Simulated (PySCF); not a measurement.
B(H)2(SiH3) (BH5Si), SMILES B[SiH3]. Atoms are numbered in the order given.

```xyz
7

B      1.4379    -0.0212     0.0000
H      2.0563     0.0024     1.0181
H      2.0563     0.0024    -1.0181
Si    -0.5718    -0.0050     0.0000
H     -0.9587     1.4351     0.0000
H     -1.1693    -0.6321    -1.2049
H     -1.1693    -0.6321     1.2049
```
Charge 0, spin multiplicity 1.

Coordinates come from a B3LYP-D3(BJ)/def2-TZVP optimisation.

Vertical ionisation energy (IE) and electron affinity (EA) in eV. Rows of orbital energies are one-electron estimates. Where ΔSCF, EOM or ADC give a negative EA the extra electron is unbound and the value depends on the basis.

| level | IE | EA |
|---|---|---|
| −ε(HOMO), −ε(LUMO), ωB97X/def2-TZVPD (PySCF) | 10.86 | 0.17 |
| −ε(HOMO), −ε(LUMO), B3LYP/def2-TZVPD (PySCF) | 8.26 | 2.67 |
| ADC(2)/aug-cc-pVDZ (PySCF) | 10.66 | 0.46 |

Problem. Beyond the first one, list the lowest photoelectron lines from ADC(2)/aug-cc-pVDZ (PySCF) with their pole strengths (two spins summed). (Estimate from the structure and the level; the computed values follow.)

Solution. 11.99 eV (1.85), 12.36 eV (1.85), 13.20 eV (1.84), 16.72 eV (1.81), 18.81 eV (1.75).
